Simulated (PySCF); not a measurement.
**Atomic charges against the basis set**

Species: C2H8N2OSi.
Z-matrix (Å and degrees, PBE0-D3(BJ)/def2-SVP geometry), rows numbered from 1:
```
C 
N   1  1.4480
Si  2  1.7431  1  122.13
C   3  1.9265  2  108.20  1   -74.28
N   4  1.3574  3  114.36  2   -15.19
O   4  1.2170  3  121.50  2   165.92
H   1  1.1019  2  109.73  3    40.76
H   1  1.1071  2  114.17  3   -79.43
H   1  1.1026  2  111.22  3   158.55
H   2  1.0145  1  113.27  3   147.97
H   3  1.4918  2  107.02  1   167.84
H   3  1.4953  2  114.93  1    45.42
H   5  1.0141  4  119.95  3  -177.26
H   5  1.0127  4  119.50  3    -1.79
```

PBE0 throughout (PySCF), one geometry, spherical d and f functions. The structure is a single PBE0-D3(BJ)/def2-SVP conformer in the gas phase; no vibrational or solvent corrections. Atoms taken as equivalent share a column and are averaged. The first 7 of 11 kinds of atom are listed.

Mulliken charges (e):

```
        basis  functions      C1      N2     Si3      C4      N5      O6  H7/H8/H9
       STO-3G         42  -0.157  -0.504  +0.686  +0.061  -0.413  -0.254    +0.073
        6-31G         74  -0.317  -0.901  +0.808  +0.247  -0.752  -0.458    +0.174
     pcSseg-0         74  -0.409  -1.045  +1.012  +0.123  -0.730  -0.524    +0.226
       6-31G*        104  -0.376  -0.756  +0.529  +0.357  -0.777  -0.466    +0.181
      cc-pVDZ        128  -0.002  -0.377  +0.380  +0.036  -0.117  -0.285    +0.048
     def2-SVP        128  +0.040  -0.498  +0.522  -0.040  -0.149  -0.293    +0.045
  aug-cc-pVDZ        214  +0.912  -0.436  -0.242  +0.564  +0.043  -0.622    -0.210
6-311+G(2d,p)        218  -0.396  -0.681  +0.834  +0.034  -0.409  -0.472    +0.148
    def2-TZVP        240  -0.289  -0.481  +0.288  +0.166  -0.403  -0.360    +0.133
      cc-pVTZ        296  -0.210  -0.295  +0.293  +0.086  -0.211  -0.335    +0.098
     IGLO-III        299  -0.369  -0.531  +0.848  +0.208  -0.348  -0.480    +0.126
```

IAO charges (e):

| basis | functions | C1 | N2 | Si3 | C4 | N5 | O6 | H7/H8/H9 |
| --- | --- | --- | --- | --- | --- | --- | --- | --- |
| STO-3G | 42 | -0.318 | -0.558 | +0.771 | -0.007 | -0.402 | -0.265 | +0.124 |
| 6-31G | 74 | -0.326 | -0.648 | +0.675 | +0.162 | -0.497 | -0.455 | +0.143 |
| pcSseg-0 | 74 | -0.308 | -0.645 | +0.687 | +0.145 | -0.469 | -0.444 | +0.138 |
| 6-31G* | 104 | -0.298 | -0.676 | +0.792 | +0.184 | -0.499 | -0.478 | +0.135 |
| cc-pVDZ | 128 | -0.296 | -0.669 | +0.779 | +0.185 | -0.496 | -0.472 | +0.133 |
| def2-SVP | 128 | -0.287 | -0.667 | +0.796 | +0.177 | -0.485 | -0.473 | +0.130 |
| aug-cc-pVDZ | 214 | -0.307 | -0.688 | +0.787 | +0.196 | -0.515 | -0.497 | +0.139 |
| 6-311+G(2d,p) | 218 | -0.310 | -0.699 | +0.822 | +0.189 | -0.516 | -0.499 | +0.140 |
| def2-TZVP | 240 | -0.308 | -0.699 | +0.832 | +0.189 | -0.515 | -0.496 | +0.139 |
| cc-pVTZ | 296 | -0.309 | -0.694 | +0.817 | +0.191 | -0.514 | -0.492 | +0.139 |
| IGLO-III | 299 | -0.310 | -0.701 | +0.831 | +0.188 | -0.518 | -0.499 | +0.140 |

Hirshfeld charges (e):

```json
{"basis": "STO-3G", "functions": "42", "C1": "+0.015", "N2": "-0.282", "Si3": "+0.422", "C4": "+0.058", "N5": "-0.182", "O6": "-0.225", "H7/H8/H9": "+0.010"}
{"basis": "6-31G", "functions": "74", "C1": "-0.049", "N2": "-0.255", "Si3": "+0.338", "C4": "+0.076", "N5": "-0.164", "O6": "-0.299", "H7/H8/H9": "+0.038"}
{"basis": "pcSseg-0", "functions": "74", "C1": "-0.057", "N2": "-0.237", "Si3": "+0.364", "C4": "+0.071", "N5": "-0.167", "O6": "-0.297", "H7/H8/H9": "+0.035"}
{"basis": "6-31G*", "functions": "104", "C1": "-0.050", "N2": "-0.243", "Si3": "+0.327", "C4": "+0.073", "N5": "-0.161", "O6": "-0.297", "H7/H8/H9": "+0.038"}
{"basis": "cc-pVDZ", "functions": "128", "C1": "-0.063", "N2": "-0.231", "Si3": "+0.344", "C4": "+0.068", "N5": "-0.165", "O6": "-0.286", "H7/H8/H9": "+0.037"}
{"basis": "def2-SVP", "functions": "128", "C1": "-0.066", "N2": "-0.233", "Si3": "+0.351", "C4": "+0.074", "N5": "-0.167", "O6": "-0.296", "H7/H8/H9": "+0.038"}
{"basis": "aug-cc-pVDZ", "functions": "214", "C1": "-0.075", "N2": "-0.252", "Si3": "+0.363", "C4": "+0.069", "N5": "-0.176", "O6": "-0.297", "H7/H8/H9": "+0.043"}
{"basis": "6-311+G(2d,p)", "functions": "218", "C1": "-0.068", "N2": "-0.250", "Si3": "+0.364", "C4": "+0.065", "N5": "-0.173", "O6": "-0.300", "H7/H8/H9": "+0.041"}
{"basis": "def2-TZVP", "functions": "240", "C1": "-0.071", "N2": "-0.246", "Si3": "+0.356", "C4": "+0.069", "N5": "-0.174", "O6": "-0.299", "H7/H8/H9": "+0.041"}
{"basis": "cc-pVTZ", "functions": "296", "C1": "-0.072", "N2": "-0.244", "Si3": "+0.353", "C4": "+0.071", "N5": "-0.174", "O6": "-0.296", "H7/H8/H9": "+0.041"}
{"basis": "IGLO-III", "functions": "299", "C1": "-0.076", "N2": "-0.247", "Si3": "+0.360", "C4": "+0.071", "N5": "-0.178", "O6": "-0.301", "H7/H8/H9": "+0.042"}
```

ESP-fitted charges (e):

```
        basis  functions      C1      N2     Si3      C4      N5      O6  H7/H8/H9
       STO-3G         42  -0.166  -0.416  +0.382  +0.337  -0.577  -0.366    +0.071
        6-31G         74  +0.014  -0.681  +0.346  +0.550  -0.810  -0.544    +0.056
     pcSseg-0         74  -0.030  -0.684  +0.477  +0.480  -0.745  -0.534    +0.067
       6-31G*        104  -0.093  -0.556  +0.243  +0.500  -0.796  -0.486    +0.077
      cc-pVDZ        128  -0.061  -0.515  +0.230  +0.459  -0.704  -0.471    +0.063
     def2-SVP        128  -0.030  -0.549  +0.286  +0.469  -0.705  -0.492    +0.057
  aug-cc-pVDZ        214  -0.060  -0.548  +0.234  +0.569  -0.800  -0.535    +0.067
6-311+G(2d,p)        218  -0.084  -0.559  +0.229  +0.555  -0.812  -0.530    +0.075
    def2-TZVP        240  -0.088  -0.539  +0.234  +0.539  -0.795  -0.518    +0.074
      cc-pVTZ        296  -0.094  -0.520  +0.241  +0.509  -0.762  -0.502    +0.074
     IGLO-III        299  -0.066  -0.553  +0.240  +0.550  -0.795  -0.527    +0.070
```

Some averages cover members that differ in this geometry, most widely: H7/H8/H9, Mulliken in aug-cc-pVDZ -0.241 to -0.171; H7/H8/H9, ESP-fitted in 6-31G* +0.061 to +0.098; H7/H8/H9, ESP-fitted in 6-311+G(2d,p) +0.060 to +0.096; H7/H8/H9, ESP-fitted in def2-TZVP +0.060 to +0.093 e.

Task: Which scheme is steadiest as the basis changes?

Result: Largest range over the bases for any column: Hirshfeld 0.10 e, IAO 0.23 e, ESP-fitted 0.27 e, Mulliken 1.32 e. Hirshfeld charges move least and Mulliken charges most, counted in e. Without the minimal STO-3G basis the ranges are Hirshfeld 0.04, IAO 0.16, ESP-fitted 0.25, Mulliken 1.32 e.

Task: How much do the charges still move between the two largest bases, cc-pVTZ and IGLO-III?

Result: At most, over all atoms: Mulliken 0.555 e, IAO 0.014 e, Hirshfeld 0.007 e, ESP-fitted 0.041 e.

Task: What do the same runs give for the total energy, the frontier levels and the dipole moment?

Result: 
```csv
basis,energy (Eh),HOMO (eV),LUMO (eV),μ (D)
STO-3G,-548.0487,-2.78,4.44,2.87
6-31G,-554.7032,-6.30,0.35,4.65
pcSseg-0,-553.8744,-6.42,0.20,4.70
6-31G*,-554.8174,-6.31,0.37,4.57
cc-pVDZ,-554.8566,-6.31,0.27,4.47
def2-SVP,-554.5621,-6.41,0.17,4.58
aug-cc-pVDZ,-554.8849,-6.67,-0.50,4.63
"6-311+G(2d,p)",-554.9441,-6.72,-0.41,4.71
def2-TZVP,-554.9674,-6.65,-0.17,4.66
cc-pVTZ,-554.9597,-6.58,-0.08,4.58
IGLO-III,-554.9744,-6.69,-0.29,4.67
```

The dipole is fixed by the density alone, so its range of 1.84 D shows that the density itself changes with the basis, not only its division among atoms.
